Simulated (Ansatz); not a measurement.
## Relaxing a trial structure of H3ISn

The starting geometry of this gas-phase triplet was optimised with GFN2-xTB as a singlet; its bonds are those of `[SnH3][I]`.

```xyz
5

I    -2.0646    0.6145   -1.0911
Sn   -0.5185   -0.4033    0.8091
H     1.0020    0.2592    0.6176
H    -0.5005   -2.0594    0.5971
H    -1.1942    0.0211    2.2757
```

**Question.** Predict what becomes of its bonds when it is optimised with PBE0-D4/def2-SVP.

**Answer.** A new bond forms, giving a structure with H5 bridging Sn2 and I1, given below by its coordinates. Distances that change by over a tenth: I1–Sn2 (2.65 → 3.58 Å). Contacts that close: I1–H5 (3.53 → 2.06 Å).

The energy falls by 2.15 eV over 30 steps:

```csv
step,E − E(last) (eV)
1,2.146
4,0.512
7,0.281
11,0.267
14,0.254
17,0.118
20,0.038
24,0.002
27,0.000
30,0.000
```

Final geometry (Å):

```yaml
atoms:
  - { symbol: I, position_ang: [-2.8024, 1.1956, -0.4921] }
  - { symbol: Sn, position_ang: [0.0849, -0.6767, 0.4959] }
  - { symbol: H, position_ang: [1.1594, 0.1126, 1.5925] }
  - { symbol: H, position_ang: [-0.1816, -2.3396, 0.8746] }
  - { symbol: H, position_ang: [-1.5362, 0.1403, 0.7375] }
```

Frequencies at the end are all real (lowest 46 cm⁻¹). Open shells are spin-unrestricted. The triplet needn't be the ground state. Atoms past krypton carry core potentials, without spin–orbit terms. Run with Ansatz 0.2.0, 2.3 min on 2 threads of Arm Neoverse V2, with other jobs on the host.
